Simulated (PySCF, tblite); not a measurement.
C6H7Cl2NSi.
Structure used (GFN2-xTB), in Å, numbered top down from 1:
```xyz
17
C6H7Cl2NSi angstrom
N      2.3988    0.4336   -2.3759
C      2.4242    0.4385   -1.2322
C      2.4348    0.4251    0.1968
Si     1.0664   -0.7366    0.8789
Cl     1.0640   -0.5321    2.8938
C     -0.5707   -0.2171    0.1478
C     -1.0355    0.8740   -0.4815
Cl    -0.3563    2.3754   -0.8952
C     -2.4126    0.3420   -0.7297
C     -1.9071   -0.9263   -0.0010
H      2.2742    1.4449    0.5525
H      3.4212    0.1029    0.5355
H      1.3611   -2.1281    0.5392
H     -3.2167    0.8795   -0.2315
H     -2.6666    0.2007   -1.7780
H     -2.4111   -1.1412    0.9380
H     -1.8753   -1.8232   -0.6144
```

Theory: PBE0/pcSseg-1 in PySCF (dipole) on a GFN2-xTB geometry, gas phase.

Masses are those of the commonest isotopes; rigid-rotor values at the optimised geometry. The values belong to one conformer with, in the numbering `[N:1]#[C:2][CH2:3][Si@@H:4]([Cl:5])[C:6]1=[C:7]([Cl:8])[CH2:9][CH2:10]1`, C2–C3–Si4–Cl5 -175°, C3–Si4–C6–C7 -16°.

Task: What are A, B and C (cm⁻¹)?

Result: Ia = 545.33, Ib = 728.63, Ic = 1006.49 u·Å²; 505379 MHz·u·Å²/I gives 926.7, 693.6 and 502.1 MHz, that is A = 0.03091, B = 0.02314, C = 0.01675 cm⁻¹.

Task: What kind of rotor is it?

Result: An asymmetric top; Ray's κ = -0.098.

Task: What does the inertial defect say?

Result: Not planar: Δ = Ic − Ia − Ib = -267.46 u·Å². For a rigid frame Δ = −2 Σ m c², so Σ m c² = 133.73 u·Å² lies off the ab plane: 13.16 from hydrogen and 120.57 from heavier atoms. The atom farthest from that plane is 2.34 Å away.

Task: Where do the levels up to J = 2 lie, in K?

Result: Above 0(0,0), as E/k:
J = 1: 1(0,1) 0.057, 1(1,1) 0.069, 1(1,0) 0.078
J = 2: 2(0,2) 0.168, 2(1,2) 0.174, 2(1,1) 0.202, 2(2,1) 0.235, 2(2,0) 0.239
Those of J = 1 are B + C, A + C and A + B.

Task: Which lines would a microwave search look for?

Result: The dipole components are |μa| = 1.40 D, |μb| = 2.69 D, |μc| = 0.26 D. The squared components, which scale the intensities, stand as 0.27 : 1.00 : 0.01 (a : b : c). Some lines, for components of 0.1 D or more:

```json
{"type": "b", "branch": "Q", "J(Ka,Kc)": "1(1,0) ← 1(0,1)", "MHz": "425", "lower level (cm⁻¹)": "0.040"}
{"type": "c", "branch": "Q", "J(Ka,Kc)": "3(2,2) ← 3(1,2)", "MHz": "477", "lower level (cm⁻¹)": "0.267"}
{"type": "a", "branch": "Q", "J(Ka,Kc)": "2(1,1) ← 2(1,2)", "MHz": "574", "lower level (cm⁻¹)": "0.121"}
{"type": "b", "branch": "Q", "J(Ka,Kc)": "2(1,1) ← 2(0,2)", "MHz": "695", "lower level (cm⁻¹)": "0.117"}
{"type": "b", "branch": "Q", "J(Ka,Kc)": "3(2,1) ← 3(1,2)", "MHz": "811", "lower level (cm⁻¹)": "0.267"}
{"type": "b", "branch": "Q", "J(Ka,Kc)": "3(1,2) ← 3(0,3)", "MHz": "1172", "lower level (cm⁻¹)": "0.228"}
{"type": "b", "branch": "Q", "J(Ka,Kc)": "3(3,0) ← 3(2,1)", "MHz": "1376", "lower level (cm⁻¹)": "0.294"}
{"type": "b", "branch": "Q", "J(Ka,Kc)": "3(2,2) ← 3(1,3)", "MHz": "1603", "lower level (cm⁻¹)": "0.230"}
{"type": "c", "branch": "R", "J(Ka,Kc)": "1(1,0) ← 0(0,0)", "MHz": "1620", "lower level (cm⁻¹)": "0.000"}
{"type": "b", "branch": "Q", "J(Ka,Kc)": "3(3,1) ← 3(2,2)", "MHz": "1687", "lower level (cm⁻¹)": "0.283"}
{"type": "a", "branch": "R", "J(Ka,Kc)": "2(1,2) ← 1(1,1)", "MHz": "2200", "lower level (cm⁻¹)": "0.048"}
{"type": "a", "branch": "R", "J(Ka,Kc)": "2(0,2) ← 1(0,1)", "MHz": "2313", "lower level (cm⁻¹)": "0.040"}
{"type": "b", "branch": "R", "J(Ka,Kc)": "2(1,2) ← 1(0,1)", "MHz": "2433", "lower level (cm⁻¹)": "0.040"}
{"type": "b", "branch": "R", "J(Ka,Kc)": "3(1,2) ← 2(2,1)", "MHz": "3110", "lower level (cm⁻¹)": "0.164"}
{"type": "b", "branch": "R", "J(Ka,Kc)": "3(0,3) ← 2(1,2)", "MHz": "3212", "lower level (cm⁻¹)": "0.121"}
{"type": "a", "branch": "R", "J(Ka,Kc)": "3(0,3) ← 2(0,2)", "MHz": "3333", "lower level (cm⁻¹)": "0.117"}
{"type": "b", "branch": "R", "J(Ka,Kc)": "3(1,3) ← 2(0,2)", "MHz": "3378", "lower level (cm⁻¹)": "0.117"}
{"type": "b", "branch": "R", "J(Ka,Kc)": "2(2,0) ← 1(1,1)", "MHz": "3553", "lower level (cm⁻¹)": "0.048"}
{"type": "a", "branch": "R", "J(Ka,Kc)": "3(2,2) ← 2(2,1)", "MHz": "3587", "lower level (cm⁻¹)": "0.164"}
{"type": "b", "branch": "R", "J(Ka,Kc)": "3(2,2) ← 2(1,1)", "MHz": "4287", "lower level (cm⁻¹)": "0.140"}
{"type": "b", "branch": "R", "J(Ka,Kc)": "3(2,1) ← 2(1,2)", "MHz": "5195", "lower level (cm⁻¹)": "0.121"}
{"type": "c", "branch": "R", "J(Ka,Kc)": "3(3,1) ← 2(2,1)", "MHz": "5274", "lower level (cm⁻¹)": "0.164"}
{"type": "b", "branch": "R", "J(Ka,Kc)": "3(3,0) ← 2(2,1)", "MHz": "5296", "lower level (cm⁻¹)": "0.164"}
```

Task: Estimate the classical rotational partition function at 100 K, 200 K and 500 K.

Result: Point group C1, symmetry number σ = 1; q = (√π/σ)·√((kT/h)³/(ABC)), k/h = 20836.6 MHz/K: 297000 at 100 K, 839000 at 200 K, 3320000 at 500 K.

Its lowest GFN2-xTB frequency is 8 cm⁻¹, too small to tell a flat minimum from a shallow saddle. These are rigid-rotor constants of the computed structure; measured ground-state constants (B0) also hold zero-point vibration. Quadrupole hyperfine structure (14N, 35Cl) is left out.
